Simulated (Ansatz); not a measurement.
A structure drawn as `CC(C)(C)O[SiH]`, with this starting geometry:

Cartesian coordinates in Å:
```
C 0.881 -0.817 0.829
C 0.009 -0.029 -0.209
C -0.620 -1.067 -1.113
C -1.152 0.690 0.412
O 0.761 0.802 -1.088
Si 1.672 2.138 -0.639
H 0.309 -1.517 1.364
H 1.296 -0.068 1.517
H 1.773 -1.256 0.324
H -1.211 -0.635 -1.910
H -1.212 -1.802 -0.569
H 0.180 -1.673 -1.678
H -1.728 1.350 -0.261
H -1.781 0.083 1.014
H -0.757 1.462 1.200
H 1.580 2.339 0.807
```

The species carries charge 0 and has multiplicity 1.

(1) Relax it with Ansatz at PBE-D4/def2-SVP and then PBE0-D4/def2-TZVP. Is the drawn bonding still there?

(2) Give the relaxed structure. (Best estimate.)

Atoms count as bonded under 1.1 times the sum of their covalent radii (H–H under 0.85 Å, pairs among N, O and F under 1.55 Å), and a drawn bond as lost past 1.3 times.

Answers

(1) Yes, every drawn bond is still there and no new one forms.

(2) The calculation gave: 
Z-matrix (Å, degrees):
```
C
C 1 1.520
H 1 1.092 2 110.5
H 1 1.092 2 110.3 3 -120.6
H 1 1.092 2 110.4 3 119.7
C 2 1.518 1 110.9 3 178.0
C 2 1.520 1 111.1 3 -58.1
O 2 1.442 1 109.0 3 62.0
H 6 1.092 2 110.3 1 -177.8
H 6 1.092 2 110.3 1 -58.2
H 6 1.092 2 110.6 1 62.0
H 7 1.092 2 110.3 1 178.7
H 7 1.092 2 110.4 1 -61.6
H 7 1.092 2 110.5 1 58.1
Si 8 1.636 2 134.6 1 -60.7
H 15 1.552 8 99.7 2 0.0
```
All modes are real.
